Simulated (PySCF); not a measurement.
**Correlation energy of Cl- (chlorine, charge -1)**

[Ar], closed-shell 1S. All numbers are calculated (PySCF 2.14, the non-relativistic Hamiltonian (point nucleus), in aug-cc-pV(D+d)Z (5s4p3d, 32 functions)). Frozen: [Ne]; 8 electrons correlated.

```tsv
level	correlation energy (mhartree)
CCSD	-175.54
(T)	-4.61
CCSD(T)	-180.15
CCSDT	-180.52
```

Diagnostics: T1 = 0.0093, D1 = 0.0149, largest double amplitude 0.042.

**Question.** Is a single reference adequate?

**Answer.** Yes: T1 lies below 0.03 and no double amplitude reaches 0.07.
